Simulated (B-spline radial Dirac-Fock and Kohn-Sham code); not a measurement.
## M5 emission of Os

System: the Os atom, 1s2 2s2 2p6 3s2 3p6 3d10 4s2 4p6 4d10 4f14 5s2 5p6 5d6 6s2.

Method: one-electron (LDA, Dirac) transition rates at Dirac-Fock energies. Computed with a radial B-spline solver.

```csv
line,multipole,energy (eV),width (meV),share (%)
Mζ1 (M5-N3),E1,1486.2,1.54,3.51
Mα2 (M5-N6),E1,1910.4,2.05,4.68
Mα1 (M5-N7),E1,1913.1,40.0,91.2
M5-O3,E1,1916.7,0.246,0.561
```

The listed lines hold 100.0 % of the radiative rate. The radiative width is 0.0439 eV in the length form and 0.0442 eV in the velocity form; the two differ because the transition energies are not eigenvalue differences of the potential that gave the orbitals.
